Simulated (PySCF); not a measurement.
**Working out the excitation energy of N**

N [He] 2s2 2p3 (4S) → N [He] 2s1 2p4 (4P). All numbers are calculated (PySCF 2.14, the spin-free X2C one-electron Hamiltonian (Gaussian nucleus), in ANO-RCC-VTZP). Frozen: nothing. Energies in hartree (1 hartree = 27.21139 eV):

| part | N (lower) | N (upper) |
| --- | --- | --- |
| UHF | -54.433556 | -54.031348 |
| MP2 opposite-spin | -0.072554 | -0.069213 |
| MP2 same-spin | -0.031585 | -0.031492 |

**Question.** What does Hartree-Fock give?

**Answer.** (-54.031348) − (-54.433556) = 0.402208 hartree = 10.945 eV.

**Question.** What do MP2 and SCS-MP2 (6/5 opposite-spin, 1/3 same-spin) give?

**Answer.** The opposite-spin parts differ by 0.091 eV and the same-spin parts by 0.003 eV. MP2: 10.945 + (0.091) + (0.003) = 11.039 eV. SCS-MP2: 10.945 + 1.2 × (0.091) + (0.003)/3 = 11.055 eV.

Measured between the centres of the two terms (NIST): 10.927 eV, so MP2 (valence and next inner shell) is off by 0.112 eV.

What remains against the reference includes basis incompleteness and correlation beyond second order.
